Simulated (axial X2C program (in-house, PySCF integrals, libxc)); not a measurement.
**What spin–orbit coupling does to AlI**

Calculated with an axial X2C code built on PySCF integrals. Spin-free means the one-electron spin-free X2C Hamiltonian; two-component (2c) means X2C with spin–orbit coupling and atomic mean-field two-electron Coulomb and Gaunt terms, so the difference of the two also holds small scalar two-electron terms. Basis: I dyall-cv3z [11s12p8d4f1g], Al dyall-v3z [8s8p2d1f] (cores contracted in-house); Gaussian nuclei, density fitting, unrestricted open shells. Masses: I 126.904 u, Al 26.982 u.

Spin-free state: M_S = 0, Λ = 0 (closed shell); fragments I + Al.

| level | Re (Å) | ωe (cm⁻¹) | De (eV) | μ (D) |
| --- | --- | --- | --- | --- |
| PBE0 | 2.558 | 311.4 | 3.904 | 1.83 |
| HF | 2.583 | 302.5 | 2.841 | 2.24 |
| MP2 | 2.555 | 318.5 | 3.915 | n/a |
| CCSD | 2.558 | 316.7 | 3.669 | n/a |
| CCSD(T) | 2.558 | 317.4 | 3.788 | n/a |
| TPSS | 2.571 | 304.8 | 3.916 | 1.66 |
| BLYP | 2.606 | 287.5 | 3.781 | 2.09 |
| TPSSh | 2.564 | 308.4 | 3.890 | 1.70 |

Correlated methods: 10 electrons correlated (number of frozen shells: I 4 s, 3 p, 2 d; Al 2 s, 1 p), 218 virtual spin orbitals or spinors in MP2, 120 natural virtuals in coupled cluster.

Dipoles are positive if Al is the positive end.

Two-component determinant lowest at the distance of the search:

Ω = 0 (closed shell); fragments I + Al.

```
  level  Re (Å)  ωe (cm⁻¹)  De (eV)  μ (D)
   PBE0   2.561      309.7    3.643   1.81
     HF   2.586      301.2    2.540   2.22
    MP2   2.558      317.2    3.634    n/a
   CCSD   2.561      315.3    3.375    n/a
CCSD(T)   2.560      316.1    3.498    n/a
   TPSS   2.574      303.1    3.694   1.64
   BLYP   2.610      285.3    3.479   2.06
  TPSSh   2.567      306.7    3.665   1.68
```

**Question.** From the two tables, how do the constants change at the CCSD(T) level (2c against spin-free)?

**Answer.** At the CCSD(T) level Re goes up by 0.002 Å and ωe falls by 1.3 cm⁻¹; De changes by -0.290 eV.

The state is one determinant whose occupation by symmetry is held fixed; it was picked as the lowest of a PBE0 search that is not exhaustive. Closed shells are restricted here (equal orbitals for both partners); the stretched side of such a curve lies too high. De is counted from the lowest determinant-based energies of the atoms at the same level, without counterpoise correction. Coupled cluster ran in a truncated set of natural virtual spinors; the MP2 energy of the rest was added. (T) has no such correction and the atoms are truncated less, which lowers De at CCSD(T) by a hundredth of an eV or more. In 2c an atomic determinant is not the ground J level, so De misses part of the atomic spin–orbit lowering. This holds for PBE0, TPSS, BLYP, TPSSh. The functionals have no current-density term, which raises determinants with orbital currents, atoms included.
